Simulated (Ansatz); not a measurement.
The cluster HW₂⁺. Charge 1, multiplicity 3. Geometry PBE-D4/def2-TZVP, that of the neutral doublet.

| atom | x (Å) | y (Å) | z (Å) |
| --- | --- | --- | --- |
| W1 | -1.274 | 0.904 | 0.183 |
| W2 | 0.229 | -0.549 | 0.659 |
| H3 | 1.045 | -0.355 | -0.841 |

In the def2 sets W takes a core potential; there is no spin–orbit coupling. At PBE-D4/def2-TZVP, r2SCAN-D4/def2-TZVP, PBE0-D4/def2-TZVP the charge 1 triplet is spin-contaminated (final ⟨S²⟩ up to 2.72, 2.00 for a pure state). The structure comes from a short search, and lower isomers may exist.

Estimate the α-spin orbital energies around the gap (eV) in Ansatz with PBE-D4/def2-TZVP, r2SCAN-D4/def2-TZVP, PBE0-D4/def2-TZVP.


```json
{"orbital": "HOMO−5", "PBE-D4/def2-TZVP": "-12.17", "r2SCAN-D4/def2-TZVP": "-12.24", "PBE0-D4/def2-TZVP": "-13.06"}
{"orbital": "HOMO−4", "PBE-D4/def2-TZVP": "-12.03", "r2SCAN-D4/def2-TZVP": "-12.11", "PBE0-D4/def2-TZVP": "-12.92"}
{"orbital": "HOMO−3", "PBE-D4/def2-TZVP": "-11.94", "r2SCAN-D4/def2-TZVP": "-11.99", "PBE0-D4/def2-TZVP": "-12.83"}
{"orbital": "HOMO−2", "PBE-D4/def2-TZVP": "-11.04", "r2SCAN-D4/def2-TZVP": "-11.30", "PBE0-D4/def2-TZVP": "-11.80"}
{"orbital": "HOMO−1", "PBE-D4/def2-TZVP": "-10.77", "r2SCAN-D4/def2-TZVP": "-10.80", "PBE0-D4/def2-TZVP": "-11.53"}
{"orbital": "HOMO", "PBE-D4/def2-TZVP": "-10.41", "r2SCAN-D4/def2-TZVP": "-10.64", "PBE0-D4/def2-TZVP": "-11.42"}
{"orbital": "LUMO", "PBE-D4/def2-TZVP": "-9.23", "r2SCAN-D4/def2-TZVP": "-8.94", "PBE0-D4/def2-TZVP": "-8.03"}
{"orbital": "LUMO+1", "PBE-D4/def2-TZVP": "-8.82", "r2SCAN-D4/def2-TZVP": "-8.15", "PBE0-D4/def2-TZVP": "-7.63"}
{"orbital": "LUMO+2", "PBE-D4/def2-TZVP": "-7.91", "r2SCAN-D4/def2-TZVP": "-7.51", "PBE0-D4/def2-TZVP": "-6.87"}
{"orbital": "LUMO+3", "PBE-D4/def2-TZVP": "-7.43", "r2SCAN-D4/def2-TZVP": "-7.10", "PBE0-D4/def2-TZVP": "-6.48"}
{"orbital": "LUMO+4", "PBE-D4/def2-TZVP": "-7.33", "r2SCAN-D4/def2-TZVP": "-7.10", "PBE0-D4/def2-TZVP": "-6.42"}
{"orbital": "LUMO+5", "PBE-D4/def2-TZVP": "-6.70", "r2SCAN-D4/def2-TZVP": "-6.38", "PBE0-D4/def2-TZVP": "-5.81"}
{"orbital": "β HOMO", "PBE-D4/def2-TZVP": "-10.73", "r2SCAN-D4/def2-TZVP": "-11.19", "PBE0-D4/def2-TZVP": "-11.95"}
{"orbital": "β LUMO", "PBE-D4/def2-TZVP": "-9.88", "r2SCAN-D4/def2-TZVP": "-9.60", "PBE0-D4/def2-TZVP": "-8.75"}
```
